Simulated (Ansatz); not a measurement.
A structure relaxed at PBE-D4/def2-SVPD in Ansatz, charge -1, doublet:

Cartesian coordinates in Å:
```
Mo -0.231 1.167 1.296
Mo 0.120 1.172 -1.309
Mo -0.120 -1.173 1.309
Mo 0.231 -1.167 -1.296
Mo -1.752 -0.085 -0.237
Mo 1.752 0.085 0.237
```

Q: Give its formula and point group.

A: Mo6⁻. Point group D2h (tolerance 0.1 Å).

Q: Summarise the bond lengths by kind (pairs closer than 1.2 times the sum of covalent radii, bridged metal pairs left out).

A: 15 × Mo–Mo 2.34 to 3.54 Å.

In the def2 sets Mo takes a core potential; there is no spin–orbit coupling. The highest occupied level of the charge -1 doublet lies above zero (up to 0.39 eV). It is a level of α spin, whose loss leaves a singlet; that state wasn't run at this geometry and level. The electron is either unbound and held by the finite basis, or the level is raised by self-interaction error. The relaxation made no stability test and no search for a lower SCF solution. No other spin state of charge -1 was run. Another isomer (doublet) lies 0.24 eV lower at PBE0-D4/def2-TZVPD; other spin states weren't run for this one.
